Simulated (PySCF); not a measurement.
Level of theory: PySCF with B3LYP-D3(BJ)/def2-TZVP. Isolated molecules, 0 K electronic values unless said otherwise. B3LYP has the VWN-RPA correlation part, as in Gaussian. 

Reference species (SMILES): `[CH3][GaH2]` (neutral, multiplicity 1).

| Quantity | Result |
|---|---|
| dipole moment | 0.67 D |

Changed species: `[CH3][GaH][CH3]` (whole molecule; the reference has whole molecule).

Q: Predict the effect on the dipole moment.

A: the dipole moment falls by 0.11 D, to 0.56 D.
